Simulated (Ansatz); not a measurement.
Input file for `[F][Al-]([F])([F])[NH2+][SiH3]`:

```yaml
crystal:
  periodic: [false, false, false]
  atoms:
    - {symbol: F, position_ang: [-1.957027, -1.872712, -0.411143]}
    - {symbol: Al, position_ang: [-0.342236, -1.626263, -0.138280]}
    - {symbol: F, position_ang: [0.122377, -1.499472, 1.453180]}
    - {symbol: F, position_ang: [0.722544, -2.388255, -1.152342]}
    - {symbol: N, position_ang: [-0.130107, 0.273539, -0.691939]}
    - {symbol: Si, position_ang: [0.439798, 1.345370, 0.646016]}
    - {symbol: H, position_ang: [0.515967, 0.279400, -1.478583]}
    - {symbol: H, position_ang: [-1.031648, 0.575106, -1.055981]}
    - {symbol: H, position_ang: [1.764631, 0.846259, 1.055890]}
    - {symbol: H, position_ang: [0.548459, 2.718347, 0.091906]}
    - {symbol: H, position_ang: [-0.587357, 1.291681, 1.701676]}
basis:
  gaussian: {orbitals: def2-TZVPP}
correlation: {method: ccsd_t}
output: {orbitals: {seedname: orbitals}}
```

```sh
$ ansatz run in.yaml --threads 4 --pin off --events-out ev --progress --plain --max-ram 10444MiB
```

Log, shortened:

```
Functional definition: HF
  name "HF"
  cite "Fock, Z. Phys. 61, 126 (1930) doi:10.1007/BF01340294"
  parent pbe
  exchange = exact_x
  correlation = 0
1682 factors; integrals over basis functions are off by at most 9.6e-4 eV
mean field evaluation 1: about -24131.7193 eV, gradient 5.4e1 eV
mean field evaluation 2: about -24131.8974 eV, gradient 5.5e1 eV
mean field evaluation 4: about -24137.0901 eV, gradient 3.1e0 eV
mean field evaluation 8: about -24137.1613 eV, gradient 2.7e-1 eV
mean field -24137.16155472 eV, -887.0243263801 hartree, gradient 5.4e-6 eV, S^2 0.000000; 0 other end points of the search recorded, 0 dependent functions left out
14 core orbitals not correlated: weight in the atoms' cores, before any rotation towards them, 1.000 or more for the frozen orbitals, at most 0.000 for the correlated occupied ones
reference -24137.16155472 eV, -887.0243263801 hartree; 19, 19 occupied and 245, 245 virtual orbitals, 1682 factors
second order -32.13093145 eV of doubles, -0.00000000 eV of singles
cycle   1  -32.14853629 eV  change   -1.8e-2 eV  update   1.1e-1
cycle   2  -32.79543384 eV  change   -6.5e-1 eV  update   3.3e-2
cycle   3  -32.96001028 eV  change   -1.6e-1 eV  update   1.6e-2
cycle   4  -32.94006209 eV  change    2.0e-2 eV  update   3.2e-3
cycle   5  -32.93743579 eV  change    2.6e-3 eV  update   1.3e-3
cycle   6  -32.93849795 eV  change   -1.1e-3 eV  update   3.8e-4
cycle   7  -32.93842155 eV  change    7.6e-5 eV  update   1.4e-4
cycle   8  -32.93829853 eV  change    1.2e-4 eV  update   4.3e-5
cycle   9  -32.93828797 eV  change    1.1e-5 eV  update   1.7e-5
perturbative correction -0.95568431 eV, -0.0351207506 hartree
Total energy: -24171.05552700 eV, -888.2699068873 hartree
```

Hardware: 4 threads of an Arm Neoverse V1 on a shared host. Wall time 6 min, peak host memory 8 GiB.

MP2 recovers 94.8 % of the CCSD(T) correlation energy and the triples give 2.8 %; T1 = 0.0114.
